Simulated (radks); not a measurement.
Task: Dipole-allowed excitations along the series with 29 electrons in [Ar] 3d10 4s1. Method: non-relativistic Kohn-Sham, LB94 model potential, spin-polarised, spherical densities, point nucleus; open shells are filled with parallel spins first (spin-orbit coupling, left out, can overturn this in heavy ions); computed with a radial shooting solver on a logarithmic mesh with Libxc functionals. Time-dependent linear response with the Hartree and adiabatic LDA kernel, continuum included through the Sternheimer equations. Lines are the poles of the dipole polarisability below minus the highest occupied eigenvalue, found on a grid refined at the orbital gaps; the lowest seven at most are given, and weak or close lines can be missed. The first line takes the name of the lowest orbital gap if no other gap lies below it; otherwise a line is named after a gap within 0.6 % of it, if that gap stands alone.

species  -e(HOMO) (eV)  lowest orbital gap (eV)  first line (eV)      f  static alpha (bohr^3)
Ag18+           497.07             4s-4p 36.396   38.845 (4s-4p)  0.529                 0.2913
Cd19+           541.04             4s-4p 38.098   40.650 (4s-4p)  0.517                 0.2594
In20+           586.73             4s-4p 39.801   42.456 (4s-4p)  0.505                 0.2321
Sn21+           634.15             4s-4p 41.503   44.261 (4s-4p)  0.494                 0.2085
Sb22+           683.29             4s-4p 43.206   46.064 (4s-4p)  0.484                 0.1881

Estimate the first line of Te23+, its oscillator strength and the static polarisability.

Result: 47.869 eV (4s-4p), f = 0.474, alpha = 0.1703 bohr^3.
